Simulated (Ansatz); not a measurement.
Total energies of Si(vinyl)3(NEt2) (C10H19NSi) from Ansatz at PBE-D4/def2-TZVP, gas phase (1 Eh = 27.2114 eV = 2625.5 kJ/mol). The reference geometry is relaxed at r2SCAN-D4/def2-SVP.

```xyz
31

Si   -0.6622   -0.2902    0.6213
C    -0.7832   -2.1455    0.8552
C    -0.7894   -2.7521    2.0533
H    -0.9127   -2.7799   -0.0352
H    -0.6793   -2.1859    2.9869
H    -0.9025   -3.8383    2.1600
C    -0.3430    0.5383    2.2741
C    -1.0271    1.5974    2.7379
H     0.4971    0.1689    2.8834
H    -1.8656    2.0303    2.1769
H    -0.7810    2.0881    3.6883
C    -2.2956    0.3476   -0.0577
C    -2.4505    0.7547   -1.3280
H    -3.1819    0.3535    0.5954
H    -1.6023    0.7659   -2.0253
H    -3.4153    1.0929   -1.7271
N     0.6348    0.0454   -0.4942
C     1.0193    1.4285   -0.7536
C     2.2883    1.8638   -0.0230
C     1.3759   -0.9698   -1.2282
C     0.8303   -1.2346   -2.6312
H     0.1858    2.0898   -0.4550
H     1.1426    1.5867   -1.8443
H     2.1467    1.7929    1.0669
H     3.1486    1.2315   -0.2953
H     2.5486    2.9057   -0.2717
H     2.4398   -0.6708   -1.2958
H     1.3733   -1.9100   -0.6499
H    -0.2026   -1.6167   -2.5822
H     0.8162   -0.3126   -3.2353
H     1.4467   -1.9755   -3.1667
```

```csv
state,geometry,energy (Eh)
charge 0 singlet,reference,-736.14595
charge 1 doublet,reference,-735.87255
charge 1 doublet,relaxed at r2SCAN-D4/def2-SVP,-735.88165
free Si atom (triplet),–,-289.22285
free C atom (triplet),–,-37.79597
free H atom (doublet),–,-0.49962
free N atom (quartet),–,-54.53214
```

Single mean-field runs in def2-TZVP are fitted with def2-universal-jkfit.

Work out the vertical ionisation energy to the doublet.

E(charge 1 doublet) − E(charge 0 singlet) = -735.87255 − (-736.14595) = 0.27340 Eh = 7.44 eV. For comparison, −ε of the highest occupied level is 4.79 eV at this level, 2.65 eV less.

How much does the charge 1 doublet relax, and what is the adiabatic ionisation energy?

Relaxation: -735.87255 − (-735.88165) = 0.00910 Eh = 0.25 eV. Adiabatic ionisation energy: 0.26430 Eh = 7.19 eV, without zero-point energy. 

What is the binding energy per atom against free atoms?

Atoms: 1 × (-289.22285) + 10 × (-37.79597) + 19 × (-0.49962) + 1 × (-54.53214) = -731.20747 Eh. Binding: -731.20747 − (-736.14595) = 4.93848 Eh = 134.38 eV, or 4.33 eV for each of 31 atoms (no zero-point energy, no counterpoise term).
